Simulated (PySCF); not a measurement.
A homologous series of growing length: n-germane amino/formyl. Isolated molecules, 0 K electronic values unless said otherwise. One relaxed conformer stands for each flexible species; it need not be the lowest. Strings in code marks are SMILES.

The numbers are results of B3LYP-D3(BJ)/def2-TZVP // PBE0-D4/def2-SVP in PySCF, not measurements. B3LYP has the VWN-RPA correlation part, as in Gaussian. 

```json
[
 {"n": "2", "species": "`[NH2][GeH2][GeH2][CH]=O`", "LUMO (eV)": "-1.81"},
 {"n": "3", "species": "`[NH2][GeH2][GeH2][GeH2][CH]=O`", "LUMO (eV)": "-1.83"},
 {"n": "4", "species": "`[GeH2]([GeH2][GeH2][GeH2][NH2])[CH]=O`", "LUMO (eV)": "-1.90"},
 {"n": "5", "species": "`[NH2][GeH2][GeH2][GeH2][GeH2][GeH2][CH]=O`", "LUMO (eV)": "-1.92"},
 {"n": "6", "species": "`[NH2][GeH2][GeH2][GeH2][GeH2][GeH2][GeH2][CH]=O`", "LUMO (eV)": "-1.94"}
]
```

Question: Fit the LUMO to a + b/n by least squares and give the limit of the infinite chain.

Answer: a = -2.00 eV and b = 0.40 eV, with a largest residual of 0.03 eV. The limit a is a rough one, since such series level off at large n.
